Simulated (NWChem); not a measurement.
A series in which one site is exchanged, each optimised at PBE0/def2-SVP with NWChem, gas phase unless a solvent is named. All stand in one matching conformer (torsions within 35°), which need not be the lowest. Some are not confirmed as minima by frequencies. def2 effective core potentials on Te, I; no spin-orbit coupling.

A: [SeH][Te]F (HTeSeF; site = F)
B: [SeH][TeH] (H₂TeSe; site = H)
C: [SeH][Te]Br (HTeSeBr; site = Br)
D: [SeH][Te]I (HTeSeI; site = I)

Rank them by static polarisability, PBE0/def2-SVPD (bohr³), lowest first.

A (70.5), B (72.6), C (96.3), D (112.3)
